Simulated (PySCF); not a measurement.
# Bond curve of TeF

Set-up: PySCF, scalar-relativistic core potentials, basis sets Te cc-pVTZ-PP with ECP28, F cc-pVTZ. Energies in eV from Te + F in their ground configurations at the same level. All curves are PBE0. state 1: ²Π (doublet), unpaired electrons π ↑; state 2: ⁴Σ⁻ (quartet), unpaired electrons σ ↑, π ↑↑, a second solution, started from another occupation.

| R (Å) | state 1 | state 2 |
| --- | --- | --- |
| 1.653 | -2.075 | 0.257 |
| 1.730 | -2.852 | -0.735 |
| 1.807 | -3.264 | -1.386 |
| 1.864 | -3.403 | -1.711 |
| 1.922 | -3.437 | -1.932 |
| 1.980 | -3.391 | -2.072 |
| 2.057 | -3.242 | -2.161 |
| 2.153 | -2.963 | -2.161 |
| 2.268 | -2.554 | -2.054 |
| 2.422 | -1.972 | -1.813 |

Question: Put a parabola through the three lowest points of the state 1 curve and estimate Re, k and ωe (reduced mass 16.57 u; 1 eV/Å² = 0.16022 mdyn/Å; ωe = 1302.8·√(k/μ) cm⁻¹).

Answer: Through R = 1.864, 1.922, 1.98 Å the second-order coefficient is 11.9 eV/Å², so Re ≈ 1.918 Å, k ≈ 3.81 mdyn/Å and ωe ≈ 625 cm⁻¹. A polynomial fit of higher order to the unrounded PBE0 energies gives Re = 1.915 Å, k = 3.94 mdyn/Å, ωe = 635 cm⁻¹; anharmonicity and rounding make the difference.

The higher-order fit for each curve: state 1: Re = 1.915 Å, ωe = 635 cm⁻¹, De = 3.44 eV; state 2: Re = 2.103 Å, ωe = 429 cm⁻¹, minimum 2.17 eV below the ground-state fragments.

These are scalar-relativistic numbers at best; spin–orbit coupling would shift them, the dissociation energy most. The state is the lowest determinant that a PBE0 search found; another state may lie lower at other levels.
